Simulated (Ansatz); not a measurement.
`[NH2][GeH2][Cl]` → HCl + `[NH2][GeH]` at 600 K and 1 bar (germylene formation by 1,1-elimination).

Computed with Ansatz on PBE0-D4/def2-TZVP structures; ΔE is electronic, products minus reactants. CBS: MP2 limit from def2 TZ/QZ plus the TZ coupled-cluster correction, frozen cores. This one scheme is used for every species. For Ge outer-core shells are correlated without core-valence functions, which leaves a few kJ/mol of doubt a bond. Scalar relativity is left out up to krypton. One conformer a species, not always the lowest.

| species | CCSD(T)/CBS energy (Eh) | H − E (kJ/mol) | S (J/(mol·K)) |
| --- | --- | --- | --- |
| `[NH2][GeH2][Cl]` | -2593.05183 | 158.7 | 372.5 |
| HCl | -460.38127 | 35.4 | 207.2 |
| `[NH2][GeH]` | -2132.60664 | 115.5 | 302.3 |

H − E and S are ideal-gas, rigid-rotor, harmonic terms from PBE0-D4/def2-TZVP, for one conformer and one mirror image of each species. 1 Eh = 2625.50 kJ/mol, R = 8.31446 J/(mol·K).

By hand: ΔE, ΔH, ΔS and ΔG.

ΔE = (-460.38127) + (-2132.60664) − (-2593.05183) = 0.06392 Eh = 167.8 kJ/mol. Δ(H − E) = 35.4 + 115.5 − 158.7 = -7.8, so ΔH = 160.0 kJ/mol. ΔS = 207.2 + 302.3 − 372.5 = 137.0 J/(mol·K). ΔG = 160.0 − 600 × (137.0)/1000 = 77.8 kJ/mol.

By hand: the equilibrium constant, and the temperature at which ΔG would vanish if ΔH and ΔS stayed fixed.

log₁₀ K = −ΔG/(RT ln 10) = -6.8. ΔG = 0 at ΔH/ΔS = 1168 K.

The number of gas molecules changes by +1, which sets the sign of ΔS. A doubt of 5 kJ/mol in ΔE shifts log₁₀ K by 0.4 here. Other conformers and mirror images would add mixing entropy, several J/(mol·K) or more a flexible species. These are equilibria of isolated gas molecules and say nothing of rates. Largest T1 diagnostic: 0.015 (customary marks: 0.02 for closed shells, 0.045 for open ones).
